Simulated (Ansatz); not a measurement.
`C=C([SiH3])[SiH3]` and `C#CC(=C)[SiH3]` differ in one atom or group.

Ansatz, PBE0-D4/def2-TZVP geometries, multiplicity 1. 

```csv
property,`C=C([SiH3])[SiH3]`
size of the dipole moment (ωB97M-V/def2-TZVPP) / D,0.88
HOMO energy (PBE/def2-TZVPP) / eV,-7.04
LUMO energy (PBE/def2-TZVPP) / eV,-1.92
HOMO–LUMO gap (PBE/def2-TZVPP) / eV,5.12
HOMO–LUMO gap (B3LYP/def2-TZVPP) / eV,6.80
LUMO energy (PBE0/def2-TZVPP) / eV,-0.92
```

Problem. What does the change do to each property? (An estimate is asked.)

Solution. Computed: 
| property | `C#CC(=C)[SiH3]` | shift |
| --- | --- | --- |
| size of the dipole moment (ωB97M-V/def2-TZVPP) / D | 0.54 | -0.34 |
| HOMO energy (PBE/def2-TZVPP) / eV | -6.29 | 0.75 |
| LUMO energy (PBE/def2-TZVPP) / eV | -2.21 | -0.29 |
| HOMO–LUMO gap (PBE/def2-TZVPP) / eV | 4.08 | -1.04 |
| HOMO–LUMO gap (B3LYP/def2-TZVPP) / eV | 5.62 | -1.18 |
| LUMO energy (PBE0/def2-TZVPP) / eV | -1.27 | -0.35 |

With PBE0 the HOMO rises by 0.83 eV and the LUMO falls by 0.35 eV, so the gap narrows by about 1.18 eV. PBE moves the HOMO by 0.75 eV and ωB97M-V by 0.92 eV. Dipoles are sizes alone; their direction can turn.

B3LYP here is the variant with VWN-RPA as its local correlation; programs differ in this.
